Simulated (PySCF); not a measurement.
A structure optimised at TPSSh-D3(BJ)/def2-SVP, used in a PySCF frequency run:

```xyz
10

C     -1.4923    -0.1346     0.0000
O     -0.9254    -1.4637     0.0000
Si     0.7659    -1.3281     0.0000
Ge     0.1963     0.9777     0.0000
H     -2.1196     0.0084     0.8953
H     -2.1196     0.0084    -0.8953
H      1.3900    -1.9449    -1.2038
H      1.3900    -1.9449     1.2038
H      0.4062     1.8482     1.2529
H      0.4062     1.8482    -1.2529
```
Charge 0, spin multiplicity 1.

Q: Write its SMILES, formula and point group.

A: [CH2]1O[SiH2][GeH2]1, CH₆GeOSi, Cs

Q: What are its rotational constants (standard atomic weights)?

A: 6.2883, 2.8806, 2.1022 GHz
